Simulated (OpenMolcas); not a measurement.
**Ionisation energies of cobalt**

```yaml
Program: OpenMolcas 26.06
Basis: ANO-RCC [10s9p8d6f4g2h]
Scalar_Hamiltonian: DKH2, point nucleus
Spin-orbit_coupling: state interaction with AMFI integrals over the reference wave functions, term energies averaged over their components
```

Active shells in each charge state: the valence d, s shells, with orbitals averaged over the low states. Where CASPT2's correlated closed shells are named, they are those of the first ion.

A. CASSCF
B. SS-CASPT2, IPEA 0.25 Eh, imaginary shift 0.1 Eh (closed shells correlated: 3s 3p)
C. SS-CASPT2, IPEA 0.25 Eh, imaginary shift 0.1 Eh (closed shells correlated: 2s 2p 3s 3p)
D. SS-CASPT2, IPEA 0 Eh, imaginary shift 0.1 Eh (closed shells correlated: 3s 3p)

Energies in eV between the lowest computed levels, named as in B; reference values from the NIST Atomic Spectra Database with their kind.

```
             From               To       A       B       C       D  Spin-orbit share in B          Reference
Co 3d⁷ 4s² ⁴F_9/2   Co+ 3d⁷ 4s ⁵F₅   5.808   8.788   8.763   8.810                 -0.006   7.881 (measured)
   Co+ 3d⁷ 4s ⁵F₅  Co2+ 3d⁷ ⁴F_9/2  15.685  16.729  16.728  16.816                 -0.001  17.084 (measured)
```

Error against the reference values, in %:

```tsv
From	Reference	A	B	C	D
Co	measured	-26.3	+11.5	+11.2	+11.8
Co+	measured	-8.2	-2.1	-2.1	-1.6
```

Mean absolute error over the 2 measured values: A 1.74 eV, B 0.63 eV, C 0.62 eV, D 0.60 eV.

The lowest level within the active space need not be the ion's true ground level.
